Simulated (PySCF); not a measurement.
Job file and geometry (Å, from GFN2-xTB) of an NMR shielding run on SMILES [SiH3]NC(=S)C#CC1CC1, C6H9NSSi, GIAO PBE0/pcSseg-1 NMR shielding, non-relativistic, gas phase in PySCF 2.14.0, density-fitted response routines; density fitting, a coarse starting grid and PySCF grid level 2 are the driver's defaults:

```
$ OMP_NUM_THREADS=1 python probes_run.py task.json out

{"job": {"kind": "nmr", "xc": "PBE0", "basis": "pcSseg-1"}, "charge": 0, "multiplicity": 1}
Si     4.191793    -0.174304    -0.470590
N      2.510457    -0.609196    -0.196347
C      1.557900     0.316632    -0.388399
S      1.998361     1.837367    -0.859683
C      0.207711    -0.011688    -0.197616
C     -0.970314    -0.241251    -0.054848
C     -2.360431    -0.489930     0.090394
C     -3.286198     0.677540     0.339549
C     -3.296479     0.003325    -0.988986
H      4.371064     0.202835    -1.865506
H      4.583965     0.849614     0.487470
H      4.822010    -1.464472    -0.176644
H      2.207392    -1.528476     0.091385
H     -2.599151    -1.433320     0.568175
H     -2.840900     1.658118     0.409035
H     -4.116053     0.519513     1.011479
H     -4.132091    -0.628843    -1.248298
H     -2.857795     0.522854    -1.826987
```

Task: What does the program print?

Result: 
```
coarse grid: 16408 points
cycle   1  E = -975.6288961987  dE =  1.472e+00  |g| = 4.635e-01  |ddm| = 4.405e+00
cycle   2  E = -975.5642748595  dE =  6.462e-02  |g| = 6.744e-01  |ddm| = 1.630e+00
cycle   3  E = -975.6815752137  dE = -1.173e-01  |g| = 1.878e-01  |ddm| = 1.209e+00
cycle   4  E = -975.6903060528  dE = -8.731e-03  |g| = 5.779e-02  |ddm| = 3.144e-01
cycle   5  E = -975.6909204795  dE = -6.144e-04  |g| = 2.745e-02  |ddm| = 7.462e-02
cycle   6  E = -975.6911026967  dE = -1.822e-04  |g| = 7.875e-03  |ddm| = 3.318e-02
cycle   7  E = -975.6911168013  dE = -1.410e-05  |g| = 3.128e-03  |ddm| = 1.021e-02
cycle   8  E = -975.6911190893  dE = -2.288e-06  |g| = 3.611e-04  |ddm| = 3.523e-03
final grid: 150264 points
cycle   9  E = -975.7449810280  dE = -2.705e-05  |g| = 1.006e-02  |ddm| = 7.986e-02
cycle  10  E = -975.7449223569  dE =  5.867e-05  |g| = 1.755e-02  |ddm| = 3.355e-02
cycle  11  E = -975.7450062086  dE = -8.385e-05  |g| = 2.323e-03  |ddm| = 2.617e-02
cycle  12  E = -975.7450076998  dE = -1.491e-06  |g| = 3.656e-04  |ddm| = 3.302e-03
cycle  13  E = -975.7450077142  dE = -1.440e-08  |g| = 2.825e-04  |ddm| = 5.703e-04
cycle  14  E = -975.7450077330  dE = -1.885e-08  |g| = 6.982e-05  |ddm| = 2.729e-04
cycle  15  E = -975.7450077342  dE = -1.222e-09  |g| = 1.934e-05  |ddm| = 1.208e-04
cycle  16  E = -975.7450077343  dE = -8.413e-11  |g| = 3.874e-06  |ddm| = 2.567e-05
converged SCF energy = -975.7450077343

GIAO shielding tensors (ppm)
atom      isotropic    diamagn.    paramagn.     s11        s22        s33       span
  0 Si     431.781     878.876    -447.094    386.376    440.439    468.528     82.152
  1 N      113.252     325.045    -211.793    -10.681    161.381    189.055    199.736
  2 C       -8.502     264.094    -272.597   -147.730     -7.519    129.741    277.471
  3 S       74.271    1059.318    -985.047   -339.070    -36.556    598.438    937.507
  4 C      105.348     248.440    -143.092      7.098     25.696    283.249    276.151
  5 C       73.727     259.219    -185.491     -3.837     27.356    197.662    201.499
  6 C      183.374     252.198     -68.824    152.185    168.482    229.454     77.268
  7 C      173.859     254.194     -80.335    143.349    174.356    203.873     60.523
  8 C      173.610     255.496     -81.886    143.145    174.560    203.126     59.981
  9 H       26.761      28.058      -1.297     22.882     25.387     32.014      9.133
 10 H       26.793      28.132      -1.339     22.925     25.288     32.165      9.240
 11 H       27.449      27.568      -0.119     23.977     25.771     32.598      8.621
 12 H       25.935      36.694     -10.759     19.702     25.959     32.144     12.442
 13 H       30.284      31.504      -1.220     22.272     27.878     40.700     18.428
 14 H       30.636      31.446      -0.809     24.982     28.192     38.735     13.753
 15 H       30.707      29.658       1.050     25.239     26.197     40.685     15.446
 16 H       30.704      29.678       1.026     25.302     26.151     40.659     15.357
 17 H       30.686      31.581      -0.894     25.126     28.284     38.649     13.523
```

Task: Turn these shieldings into chemical shifts. References, each an isolated molecule treated in the same way: 29Si (σ = 349.16 ppm) and 13C (σ = 186.93 ppm) and 1H (σ = 31.72 ppm) against TMS; NH3 for 15N (σ = 267.73 ppm); 33S (σ = 503.73 ppm) against CS2.

Result: Averaging equivalent atoms: Si 0: -82.6; N 1: 154.5; C 2: 195.4; C 5: 113.2; C 4: 81.6; C 7/8: 13.2; C 6: 3.6; S 3: 429; H 12: 5.78; H 9/10/11: 4.72; H 13: 1.43; H 14/17: 1.06; H 15/16: 1.01 ppm. Experimental scales use liquid or dissolved standards, which lie at an offset from isolated NH3 (liquid NH3: subtract about 20 ppm). Unscaled 15N shifts of sp2 nitrogen come out 20 to 40 ppm too high even then.

Size and cost of the density-fitted run: 212 basis functions, 120 s wall time on 1 thread of an Intel Xeon, shared host; peak memory 1 GiB.
